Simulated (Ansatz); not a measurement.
`[O][SnH]([F])[F]` radical, charge 0, multiplicity 2.

Give a relaxed structure at PBE0-D4/def2-TZVP (the Gaussian-basis code of Ansatz). (Best estimate.)

Computed: 
Z-matrix (Å, degrees):
```
Sn
O 1 1.968
F 1 1.897 2 107.0
F 1 1.897 2 107.0 3 109.6
H 1 1.686 2 114.0 3 -125.2
```
Point group Cs.
